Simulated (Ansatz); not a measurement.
System: 4-selanylbutan-1-ol, C4H10OSe, charge 0, multiplicity 1. SMILES: OCCCC[SeH]
Structure (B3LYP-D3(BJ)/def2-TZVP (Ansatz, a first-principles code) minimum search):
```xyz
16

O     -3.5778    -0.2272     0.7476
C     -3.2382    -0.1524    -0.6343
C     -1.8530    -0.7081    -0.9410
C     -0.7306     0.0521    -0.2338
C      0.6325    -0.5683    -0.4899
Se     2.1364     0.4174     0.3334
H     -3.6388    -1.1557     0.9972
H     -3.2809     0.9094    -0.8842
H     -3.9908    -0.6655    -1.2447
H     -1.7000    -0.6777    -2.0254
H     -1.8228    -1.7674    -0.6577
H     -0.9325     0.0726     0.8388
H     -0.7259     1.0931    -0.5671
H      0.6789    -1.5982    -0.1391
H      0.8764    -0.5695    -1.5533
H      1.6573     0.2455     1.7149
```
Charge 0, spin multiplicity 1.

Wanted: vertical triplet-singlet gap, E(triplet) - E(singlet), in eV. Set-up: each state is the SCF solution reached for its charge and spin; non-relativistic; spin-orbit terms left out; no dispersion term unless named; LANL2DZ with its own core potentials from Na on; 6-31G* and kin with 6d, 5d where marked; UHF or UKS for open shells. Ab initio and DFT rows: single points at B3LYP-D3(BJ) geometries (Ansatz). Levels can end on unlike triplets.

```
level                              program  vertical triplet-singlet gap, E(triplet) - E(singlet) (eV)
---------------------------------  -------  ----------------------------------------------------------
B3LYP/STO-3G                        Ansatz                                                        6.43
B3LYP/3-21G                         Ansatz                                                        4.89
B3LYP/6-31G*                        Ansatz                                                        4.66
B3LYP/6-31G* with LANL2DZ past Ar   Ansatz                                                        4.83
B3LYP/def2-TZVPD                    Ansatz                                                        4.42
```

No value to compare with is used here. The 4 habitual levels span 4.66 (B3LYP/6-31G*) to 6.43 eV (B3LYP/STO-3G); B3LYP/def2-TZVPD gives 4.42.

The sets are all those run for this method; left out are runs that failed, that the program found above a lower state of the same kind, or whose <S^2> lies over 0.5 above the pure value.
